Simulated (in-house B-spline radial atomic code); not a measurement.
The outermost shell (largest non-relativistic mean radius) with and without relativity; Dirac values are averaged over j. Computed with a B-spline radial code for spherical atoms: non-relativistic Hartree-Fock and Dirac-Hartree-Fock, averages of the configuration (point nuclei without relativity, finite nuclei with it).

```tsv
ion	configuration	outermost shell	radius non-relativistic (bohr)	radius Dirac (bohr)	radius change (%)	level non-relativistic (eV)	level Dirac (eV)	spin-orbit splitting (eV)
B3+	1s2	1s	0.32449	0.32436	-0.039967	-259.650	-259.73	-
S3+	[Ne] 3s2 3p1	3p	1.6747	1.6739	-0.051962	-46.714	-46.713	0.12501
Cr3+	[Ar] 3d3	3d	1.0915	1.0957	0.38854	-48.712	-48.439	0.099307
Rb3+	[Ar] 3d10 4s2 4p4	4p	1.5908	1.5824	-0.52878	-52.944	-53.098	1.099
Tc3+	[Kr] 4d4	4d	1.5015	1.5144	0.85594	-42.085	-41.534	0.32498
Pd3+	[Kr] 4d7	4d	1.2894	1.2991	0.74854	-49.753	-49.095	0.59099
Eu3+	[Xe] 4f6	5p	1.6038	1.5664	-2.3316	-55.987	-57.262	4.4557
Gd3+	[Xe] 4f7	5p	1.579	1.5397	-2.4938	-56.864	-58.28	4.7707
Ho3+	[Xe] 4f10	5p	1.5113	1.4662	-2.9896	-59.390	-61.268	5.8103
Os3+	[Xe] 4f14 5d5	5d	1.5757	1.6001	1.5476	-42.185	-40.901	1.195
```
